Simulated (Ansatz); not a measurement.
Input (CCSDT(Q)/def2-SVP; Ansatz, a program for electronic structure):

Ansatz 0.2 input:
```yaml
crystal:
  periodic: [false, false, false]
  atoms:
    - {symbol: Sn, position_ang: [0.27061081, 0.02032167, -0.02207366]}
    - {symbol: O, position_ang: [-0.86449702, 1.59109547, 0.48022262]}
    - {symbol: O, position_ang: [-0.90019443, -1.55468749, -0.21168884]}
    - {symbol: H, position_ang: [1.30336468, -0.38215312, 1.26450666]}
    - {symbol: H, position_ang: [0.94283881, 0.48136776, -1.52340372]}
    - {symbol: H, position_ang: [-1.65921273, -1.40656215, -0.78569033]}
basis:
  gaussian:
    orbitals: def2-SVP
magnetization: {spin_polarized: true, initial_magnetization: 1}
correlation: {method: ccsdt_q, electrons: outside_noble_gas}
```

Output:

```
mean field evaluation 32: about -9922.3753 eV, gradient 2.2e-1 eV
mean field evaluation 64: about -9922.3782 eV, gradient 4.8e-2 eV
mean field evaluation 96: about -9915.9224 eV, gradient 1.0e1 eV
mean field evaluation 128: about -9920.6874 eV, gradient 9.7e0 eV
mean field evaluation 160: about -9910.6847 eV, gradient 2.2e1 eV
mean field evaluation 192: about -9922.2969 eV, gradient 4.7e-2 eV
mean field evaluation 224: about -9922.3662 eV, gradient 7.3e-2 eV
mean field evaluation 256: about -9922.3815 eV, gradient 2.0e-2 eV
mean field evaluation 288: about -9917.2988 eV, gradient 9.9e-1 eV
mean field evaluation 320: about -9915.5689 eV, gradient 4.9e0 eV
mean field evaluation 352: about -9916.6955 eV, gradient 6.1e0 eV
mean field evaluation 384: about -9914.3333 eV, gradient 4.5e0 eV
mean field evaluation 416: about -9915.2284 eV, gradient 2.1e0 eV
mean field evaluation 448: about -9915.7291 eV, gradient 8.4e0 eV
mean field evaluation 480: about -9914.2732 eV, gradient 5.3e0 eV
mean field -9922.38171520 eV, -364.6408024016 hartree, gradient 2.3e-6 eV, S^2 0.758441; 6 other end points of the search recorded, 0 dependent functions left out
determinant -9922.38171520 eV, -364.6408024016 hartree, with singles and doubles -9934.62750168 eV, -365.0908267543 hartree
determinant -9922.29396922 eV, -364.6375777965 hartree, with singles and doubles -9934.52537726 eV, -365.0870737512 hartree
determinant -9922.38171520 eV, -364.6408024016 hartree, with singles and doubles -9934.63015779 eV, -365.0909243646 hartree
determinant -9922.29396922 eV, -364.6375777965 hartree, with singles and doubles -9934.52765796 eV, -365.0871575654 hartree
11 core orbitals not correlated
reference -9922.38171520 eV, -364.6408024016 hartree; 10, 9 occupied and 48, 49 virtual orbitals, 1350 factors
second order -11.42387421 eV of doubles, -0.00000000 eV of singles
coupled cluster: 3.62 GiB planned
cycle   1  -11.81166026 eV  change   -3.9e-1 eV  update   1.0e-1
cycle   2  -12.23234911 eV  change   -4.2e-1 eV  update   5.0e-2
cycle   3  -12.51937754 eV  change   -2.9e-1 eV  update   2.6e-2
cycle   4  -12.52435724 eV  change   -5.0e-3 eV  update   1.0e-2
cycle   5  -12.51442259 eV  change    9.9e-3 eV  update   6.5e-3
cycle   6  -12.51949616 eV  change   -5.1e-3 eV  update   3.8e-3
cycle   7  -12.52445551 eV  change   -5.0e-3 eV  update   2.3e-3
cycle   8  -12.52487059 eV  change   -4.2e-4 eV  update   1.3e-3
cycle   9  -12.52461439 eV  change    2.6e-4 eV  update   6.3e-4
cycle  10  -12.52530707 eV  change   -6.9e-4 eV  update   3.7e-4
cycle  11  -12.52480078 eV  change    5.1e-4 eV  update   2.3e-4
cycle  12  -12.52483500 eV  change   -3.4e-5 eV  update   1.8e-4
cycle  13  -12.52490769 eV  change   -7.3e-5 eV  update   1.5e-4
cycle  14  -12.52491098 eV  change   -3.3e-6 eV  update   1.4e-4
cycle  15  -12.52490576 eV  change    5.2e-6 eV  update   1.3e-4
cycle  16  -12.52493850 eV  change   -3.3e-5 eV  update   1.3e-4
cycle  17  -12.52492304 eV  change    1.5e-5 eV  update   1.3e-4
cycle  18  -12.52491022 eV  change    1.3e-5 eV  update   1.2e-4
cycle  19  -12.52493619 eV  change   -2.6e-5 eV  update   1.2e-4
cycle  20  -12.52496049 eV  change   -2.4e-5 eV  update   1.1e-4
cycle  21  -12.52494390 eV  change    1.7e-5 eV  update   1.0e-4
cycle  22  -12.52495571 eV  change   -1.2e-5 eV  update   9.3e-5
cycle  23  -12.52497433 eV  change   -1.9e-5 eV  update   8.4e-5
cycle  24  -12.52495696 eV  change    1.7e-5 eV  update   7.3e-5
cycle  25  -12.52495951 eV  change   -2.6e-6 eV  update   6.0e-5
cycle  26  -12.52500424 eV  change   -4.5e-5 eV  update   4.8e-5
cycle  27  -12.52500783 eV  change   -3.6e-6 eV  update   3.4e-5
cycle  28  -12.52500714 eV  change    6.8e-7 eV  update   2.5e-5
cycle  29  -12.52500783 eV  change   -6.8e-7 eV  update   1.7e-5
cycle  30  -12.52500264 eV  change    5.2e-6 eV  update   1.2e-5
cycle  31  -12.52499657 eV  change    6.1e-6 eV  update   8.1e-6
cycle  32  -12.52499602 eV  change    5.5e-7 eV  update   6.2e-6
cycle  33  -12.52499645 eV  change   -4.3e-7 eV  update   5.0e-6
cycle  34  -12.52499616 eV  change    2.9e-7 eV  update   4.3e-6
cycle  35  -12.52499633 eV  change   -1.7e-7 eV  update   3.8e-6
cycle  36  -12.52499709 eV  change   -7.7e-7 eV  update   3.5e-6
cycle  37  -12.52499686 eV  change    2.4e-7 eV  update   3.3e-6
cycle  38  -12.52499665 eV  change    2.0e-7 eV  update   3.1e-6
cycle  39  -12.52499657 eV  change    8.5e-8 eV  update   2.9e-6
cycle  40  -12.52499633 eV  change    2.4e-7 eV  update   2.8e-6
cycle  41  -12.52499610 eV  change    2.3e-7 eV  update   2.7e-6
cycle  42  -12.52499589 eV  change    2.1e-7 eV  update   2.6e-6
cycle  43  -12.52499581 eV  change    7.8e-8 eV  update   2.4e-6
cycle  44  -12.52499567 eV  change    1.4e-7 eV  update   2.2e-6
perturbative correction -0.03581026 eV, -0.0013160028 hartree
Total energy: -9934.94252113 eV, -365.1024035056 hartree
```
